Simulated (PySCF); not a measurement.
Scalar relativity in P²⁺ (phosphorus, charge +2)

[Ne] 3s2 3p1, 2P determinant; UHF calculated with PySCF 2.14 in dyall-av3z, once non-relativistic with a point nucleus and once with spin-free X2C-1e and a Gaussian nucleus.

```csv
shell,ε non-rel. (eV),ε X2C (eV),"rms r non-rel. (bohr, spins averaged)","rms r X2C (bohr, spins averaged)",change of radius (%)
1s α,-2200.9,-2206.9,0.1204,0.1198,-0.46
1s β,-2200.6,-2206.6,0.1204,0.1198,-0.46
2s α,-228.52,-229.52,0.5609,0.5589,-0.35
2s β,-228.24,-229.23,0.5609,0.5589,-0.35
2p α,-171.10,-171.07,0.5394,0.5389,-0.10
2p β,-170.57,-170.54,0.5394,0.5389,-0.10
3s α,-40.057,-40.158,1.893,1.888,-0.24
3s β,-37.074,-37.176,1.893,1.888,-0.24
3p α,-29.976,-29.965,2.127,2.127,-0.02
```

The total energy goes from -339.6502 to -340.4691 hartree.

Ionisation energy, P²⁺ [Ne] 3s2 3p1 (2P) → P³⁺ [Ne] 3s2 (1S) (eV):

| method | non-relativistic | spin-free X2C | shift |
| --- | --- | --- | --- |
| UHF | 29.582 | 29.573 | -0.010 |
| LDA | 30.204 | 30.193 | -0.011 |
| PBE | 30.240 | 30.230 | -0.011 |
| PBE0 | 30.261 | 30.251 | -0.010 |
| r2SCAN | 30.367 | 30.357 | -0.010 |
| TPSSh | 30.366 | 30.356 | -0.010 |
| CAM-B3LYP | 30.270 | 30.259 | -0.011 |
| MP2 (valence) | 29.879 | 29.870 | -0.009 |
| SCS-MP2 (valence) | 29.868 | 29.859 | -0.009 |
| CCSD (valence) | 29.998 | 29.989 | -0.008 |
| CCSD(T) (valence) | 30.026 | 30.018 | -0.008 |

Relativity contracts and stabilises s shells directly. The contracted s shells screen the nucleus better, so for spin-averaged p shells the direct and indirect effects partly cancel.
